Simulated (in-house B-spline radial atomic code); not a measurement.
Configurations of W⁺, with energies counted from [Xe] 4f14 (5d3/2)4 6s1. Method: Dirac-Hartree-Fock, average of each configuration as written, Fermi nucleus of rms radius 5.3658 fm. Calculated with an all-electron radial atomic-structure program (B-spline basis). Energies include first-order Breit, QED and recoil terms.

Occupations are held fixed; configurations that lie above the ionisation limit could autoionise.

```tsv
configuration	E - E(ref) (eV)	highest orbital	its <r> (bohr)
[Xe] 4f14 (5d5/2)4 6s1	2.7875	6s1/2	3.1
[Xe] 4f14 (5d3/2)3 6s1 (8p1/2)1	12.925	8p1/2	14.14
[Kr] 4d10 4f14 5s2 (5p1/2)2 (5p3/2)3 (5d3/2)2 (5d5/2)3 6s1	40.986	6s1/2	3.056
[Kr] 4d10 4f14 5s2 (5p1/2)2 (5p3/2)3 (5d3/2)2 (5d5/2)2 6s1 (7g9/2)1	55.328	7g9/2	31.72
[Kr] 4d10 4f14 5s2 (5p1/2)2 (5p3/2)3 (5d3/2)1 (5d5/2)3 6s1 (6f7/2)1	55.53	6f7/2	15.2
[Kr] 4d10 4f14 5s2 (5p1/2)1 (5p3/2)4 (5d3/2)4 6s1 (9g7/2)1	66.166	9g7/2	55.7
[Kr] (4d3/2)4 (4d5/2)5 4f14 5s2 5p6 (5d3/2)4 6s1 (6f5/2)1	260.42	6f5/2	15.13
```

Q: Order these further configurations by energy, lowest first.
A. [Xe] 4f14 (5d3/2)2 (5d5/2)1 6s1 (7g7/2)1
B. [Xe] 4f14 (5d3/2)3 6s1 (6f5/2)1
C. [Xe] 4f14 (5d3/2)2 (5d5/2)2 (8f5/2)1
D. [Xe] 4f14 (5d3/2)4 (6d5/2)1
E. [Xe] 4f14 (5d3/2)2 (5d5/2)2 6s1

A: E (1.8747 eV), D (9.1424 eV), B (13.524 eV), C (14.816 eV), A (15.68 eV).

Q: How far above the reference does [Xe] (4f5/2)6 (4f7/2)7 (5d3/2)3 (5d5/2)1 6s1 (9g9/2)1 lie?

A: 46.858 eV; its least bound orbital is 9g9/2 with <r> = 55.71 bohr.

Q: How far above the reference does [Xe] 4f14 (5d3/2)3 (5d5/2)2 lie?

A: 2.3746 eV; its least bound orbital is 5d5/2 with <r> = 2.069 bohr.
